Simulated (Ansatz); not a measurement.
C2H5I (`CCI`). The species carries charge 0 and has multiplicity 1. I: def2 effective core potential.

| atom | x (Å) | y (Å) | z (Å) |
| --- | --- | --- | --- |
| C1 | -0.174 | 0.558 | -0.581 |
| C2 | -0.064 | -0.555 | 0.429 |
| I3 | 1.785 | -0.476 | 1.521 |
| H4 | -1.129 | 0.476 | -1.110 |
| H5 | 0.628 | 0.509 | -1.319 |
| H6 | -0.135 | 1.537 | -0.101 |
| H7 | -0.072 | -1.541 | -0.030 |
| H8 | -0.838 | -0.509 | 1.192 |

Problem. What are the harmonic wavenumbers in cm⁻¹ at PBE0-D4/def2-TZVP (Ansatz, finite differences of forces, unscaled)? (Estimate.)

Solution. Ansatz gave: 258, 258, 525, 748, 978, 997, 1082, 1238, 1258, 1405, 1474, 1477, 1489, 3045, 3111, 3124, 3141, 3183.

Problem. Is this a minimum?

Solution. Yes, all 18 modes are real.

Problem. Give the ideal-gas thermochemistry at 298.15 K and 1 bar (rigid rotor, harmonic oscillator; point group Cs, symmetry number 1).

Solution. Zero-point energy 172.2 kJ/mol; H(298) − E = 185.8 kJ/mol; entropy 294.3 J/(mol·K), of which translation 171.8, rotation 103.2, vibration 19.2; G(298) − E = 98.1 kJ/mol.

Problem. Rotational constants (cm⁻¹)?

Solution. 0.9885, 0.09978, 0.09381.
